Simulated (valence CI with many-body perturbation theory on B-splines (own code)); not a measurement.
**E1 transitions of Mn¹⁰⁺**

Calculated by valence CI with perturbative core correlation (CI+MBPT): five valence electrons over a frozen Dirac-Fock core [Ne], a basis of 9 s, 9 p, 8 d, 6 f, 3 g, 1 h functions for each j, with the one-electron correlation potential Σ1, the two-electron term Σ2, the three-electron term Σ3, Breit, model QED; selected CI, second order for the rest, scaled by the run's own slope (own B-spline code, finite nucleus).

No measured spectrum was set against this ion. As an estimate, levels of excited configurations hold to 0.05 to 0.15 % of their energy, terms of the ground configuration to about 0.5 %. Among the levels kept, up to 660 cm⁻¹ of a level comes from second order outside the variational space, and about a tenth of that is noise between levels of different J, which matters for small intervals.

Lines 151 to 174 of 174 in falling wavelength, among levels below 604200 cm⁻¹, chosen from the strongest by gf and those to the six lowest levels. Wavelengths and rates use the calculated energies, so an error of 200 cm⁻¹ moves a line at 20.48 nm by 0.041 % and its rate by three times that or more. Electric multipoles are in the length gauge, E1 and E2 with the static RPA response of the core. Weak lines are less certain than strong ones. Lines between different terms over intervals too small for the method are left out, as are lines whose strength nearly cancels.

Names give the largest LS component (configuration and term), which can be under half, so a name can repeat, a term be missing and a line seem to break the LS rules; names also repeat where a configuration has a term twice. Letters in brackets count levels of one name in rising energy.

| λ vac (nm) | Upper | Lower | A (s⁻¹) | log gf | Branch % |
| --- | --- | --- | --- | --- | --- |
| 20.48 | 3s2 3p2 3d 2D_5/2 [c] | 3s2 3p3 2P°_3/2 | 8.40e+10 | 0.50 | 95.9 |
| 20.42 | 3s2 3p2 3d 2D_3/2 [a] | 3s2 3p3 4S°_3/2 | 2.91e+09 | -1.14 | 18.7 |
| 20.41 | 3s2 3p2 3d 2D_3/2 [c] | 3s2 3p3 2P°_3/2 | 1.85e+10 | -0.33 | 21.6 |
| 20.34 | 3s2 3p2 3d 2P_1/2 [b] | 3s2 3p3 2D°_3/2 | 2.24e+09 | -1.56 | 3.5 |
| 20.22 | 3s2 3p2 3d 2D_3/2 [c] | 3s2 3p3 2P°_1/2 | 6.70e+10 | 0.22 | 78.0 |
| 20.22 | 3s2 3p2 3d 2P_3/2 [c] | 3s2 3p3 2D°_5/2 | 2.17e+08 | -2.27 | 0.3 |
| 20.19 | 3s2 3p2 3d 2F_5/2 [b] | 3s2 3p3 2D°_5/2 | 6.07e+09 | -0.65 | 6.2 |
| 20.09 | 3s2 3p2 3d 2P_3/2 [c] | 3s2 3p3 2D°_3/2 | 1.11e+09 | -1.57 | 1.7 |
| 20.06 | 3s2 3p2 3d 2F_7/2 [b] | 3s2 3p3 2D°_5/2 | 9.77e+10 | 0.67 | 100.0 |
| 20.05 | 3s2 3p2 3d 2F_5/2 [b] | 3s2 3p3 2D°_3/2 | 9.13e+10 | 0.52 | 93.4 |
| 20.05 | 3s2 3p2 3d 2D_5/2 [a] | 3s2 3p3 4S°_3/2 | 2.14e+09 | -1.11 | 7.7 |
| 20.01 | 3s2 3p2 3d 2S_1/2 | 3s2 3p3 2D°_3/2 | 5.53e+09 | -1.18 | 8.8 |
| 19.39 | 3s2 3p2 3d 2D_3/2 [b] | 3s2 3p3 4S°_3/2 | 1.22e+06 | -4.56 | 0.0 |
| 19.38 | 3s2 3p2 3d 2D_5/2 [b] | 3s2 3p3 4S°_3/2 | 8.29e+07 | -2.55 | 0.2 |
| 19.26 | 3s2 3p2 3d 2D_5/2 [c] | 3s2 3p3 2D°_5/2 | 3.27e+09 | -0.96 | 3.7 |
| 19.20 | 3s2 3p2 3d 2D_3/2 [c] | 3s2 3p3 2D°_5/2 | 1.50e+08 | -2.48 | 0.2 |
| 19.14 | 3s2 3p2 3d 2D_5/2 [c] | 3s2 3p3 2D°_3/2 | 1.01e+07 | -3.48 | 0.0 |
| 19.08 | 3s2 3p2 3d 2D_3/2 [c] | 3s2 3p3 2D°_3/2 | 1.16e+08 | -2.60 | 0.1 |
| 18.82 | 3s2 3p2 3d 2P_1/2 [b] | 3s2 3p3 4S°_3/2 | 2.76e+07 | -3.53 | 0.0 |
| 18.60 | 3s2 3p2 3d 2P_3/2 [c] | 3s2 3p3 4S°_3/2 | 4.51e+07 | -3.03 | 0.1 |
| 18.58 | 3s2 3p2 3d 2F_5/2 [b] | 3s2 3p3 4S°_3/2 | 2.14e+08 | -2.18 | 0.2 |
| 18.54 | 3s2 3p2 3d 2S_1/2 | 3s2 3p3 4S°_3/2 | 6.59e+04 | -6.17 | 0.0 |
| 17.79 | 3s2 3p2 3d 2D_5/2 [c] | 3s2 3p3 4S°_3/2 | 3.38e+08 | -2.02 | 0.4 |
| 17.74 | 3s2 3p2 3d 2D_3/2 [c] | 3s2 3p3 4S°_3/2 | 6.08e+07 | -2.94 | 0.1 |

(1) How does gf follow from A for the line at 20.09 nm?

Answers

(1) gf = 1.4992 × (2J+1)_upper × A / σ², with σ = 497867 cm⁻¹ and 2J+1 = 4: gf = 0.0268.
